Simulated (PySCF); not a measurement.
**Telling isomers of C₆H₁₀ClFO₂ apart by NMR**

Computational details: shielding tensors at PBE0/pcSseg-1 (GIAO), GFN2-xTB geometry, in PySCF 2.14 (rapidly exchanging positions averaged, one computed conformer, non-relativistic Hamiltonian, gas phase).

Shifts are taken against calculated references (same method and geometry level): ¹H and ¹³C vs TMS. Splittings of carbon signals by F and P are missing where no couplings were computed. Where no couplings were computed, multiplicities follow the n + 1 count of equivalent neighbours, and m marks all less simple cases (inequivalent or close neighbours, rings, F or P nearby). Shifts are as computed. Against solution values, carbons near 30 ppm lie about +3 ppm off and those near 130 ppm about +5 ppm; carbons on Cl a further +6 ppm. Of 1211 compounds with measured shifts, 218 miss one by over three times the rms of a fit or turn the order of signals round; such compounds aren't used in these exercises. Carbons bonded to Cl come out too deshielded.

(1) Tabulate the signals of `CO[C@@H](C)[C@@](C)(F)C(=O)Cl`, `CO[C@@](C)(C(=O)Cl)[C@H](C)F` and their relative energies.

(2) What is the quickest way to tell CO[C@@H](C)[C@@](C)(F)C(=O)Cl from CO[C@@](C)(C(=O)Cl)[C@H](C)F?

Results:

(1) 
| SMILES | carbon types | δC | δH | E rel. (kcal/mol) |
| --- | --- | --- | --- | --- |
| CO[C@@H](C)[C@@](C)(F)C(=O)Cl | 2×C 1×CH 3×CH3 | 187.5, 108.4, 84.6, 62.0, 19.8, 16.6 | 3.78 (m, 1H), 3.74 (s, 3H), 1.73 (m, 3H), 0.98 (d, 3H) | 0.0 |
| CO[C@@](C)(C(=O)Cl)[C@H](C)F | 2×C 1×CH 3×CH3 | 191.3, 96.3, 90.0, 59.5, 26.4, 17.4 | 5.30 (m, 1H), 3.65 (s, 3H), 1.51 (m, 3H), 1.21 (s, 3H) | 0.3 |

Energies are electronic energies at PBE0/pcSseg-1 on these geometries, without zero-point or thermal terms, each for the one conformer computed, which needn't be the lowest.

(2) Both give the same number of carbon signals, with the same numbers of each carbon type, so the positions decide. The first has a fully substituted sp3 carbon bonded to F, α to a carbonyl (C) at 108.4 ppm, the second a fully substituted sp3 carbon bonded to O, α to a carbonyl (C) at 90.0 ppm. Their most deshielded carbons lie at 187.5 and 191.3 ppm. In the proton spectra the most deshielded non-exchanging signals are 3.78 (m, 1H) and 5.30 (m, 1H).
